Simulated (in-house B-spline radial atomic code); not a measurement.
Radial electron density of the germanium ion Ge⁸⁺, [Ar] 3d6. Computed with an all-electron radial atomic-structure program (B-spline basis): non-relativistic Hartree-Fock, average of configuration, point nucleus.

Columns: r (bohr), 4πr²n(r) (electrons per bohr), bar.

```
  0.0021     1.09 #
  0.0025    1.505 #
 0.00297    2.062 ##
 0.00353     2.81 ###
  0.0042    3.811 ####
 0.00499    5.115 #####
 0.00594    6.821 #######
 0.00706    8.971 #########
 0.00839    11.64 ###########
 0.00998    14.88 ##############
  0.0119    18.73 ##################
  0.0141    22.87 ######################
  0.0168    27.37 ###########################
    0.02    31.72 ###############################
  0.0237    35.37 ##################################
  0.0282    37.97 #####################################
  0.0335    38.97 ######################################
  0.0399    38.22 #####################################
  0.0474    36.08 ###################################
  0.0564    33.46 #################################
  0.0671    31.79 ###############################
  0.0797    32.37 ###############################
  0.0948    35.65 ###################################
   0.113    40.66 ########################################
   0.134    44.72 ###########################################
   0.159    45.27 ############################################
    0.19    40.69 ########################################
   0.225    32.86 ################################
   0.268    25.04 ########################
   0.319    21.33 #####################
   0.379    22.42 ######################
   0.451    25.36 #########################
   0.536    25.96 #########################
   0.637    22.24 ######################
   0.758    15.45 ###############
   0.901    8.596 ########
    1.07    3.778 ####
    1.27    1.283 #
    1.51   0.3215 
     1.8  0.05611 
    2.14 0.006802
```

On this grid the curve has 3 maxima, near 0.0335, 0.159, 0.536 bohr.

The 3d radial function P(r) = rR(r), positive near the nucleus:

```
r (bohr)         P
  0.0168  0.002019
  0.0237  0.005283
  0.0335   0.01352
  0.0474   0.03342
  0.0671   0.07858
  0.0948    0.1718
   0.134     0.344
    0.19    0.6175
   0.268    0.9522
   0.379      1.23
   0.536     1.268
   0.758    0.9918
    1.07     0.547
    1.51    0.1863
    2.14   0.03094
```
